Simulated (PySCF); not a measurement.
All values below come from CAM-B3LYP-D3(BJ)/def2-TZVP run with PySCF 2.14.0. All species are isolated molecules in the gas phase. Excitations are Tamm–Dancoff values on a coarser integration grid. The basis has no diffuse functions, so Rydberg states are missing or too high.

Reference species (SMILES): `[F][InH][F]` (neutral, multiplicity 1).

| Item | Value |
|---|---|
| brightest of the four lowest singlets (TDA) | 7.14 eV |
| HOMO | -11.45 eV |
| dipole moment | 3.61 D |
| T1 excitation (TDA) | 5.82 eV |

Changed species: `[F][In]([F])[F]` (0 of 3 F replaced by H; the reference has 1 of 3 F replaced by H).

Question: What does the change do to the brightest of the four lowest singlets (TDA), HOMO, dipole moment and T1 excitation (TDA)?

Answer: the brightest of the four lowest singlets (TDA) falls by 0.74 eV, to 6.40 eV; the HOMO falls by 1.27 eV, to -12.72 eV; the dipole moment drops by 3.61 D, to 0.00 D; the T1 excitation (TDA) decreases by 0.17 eV, to 5.65 eV.
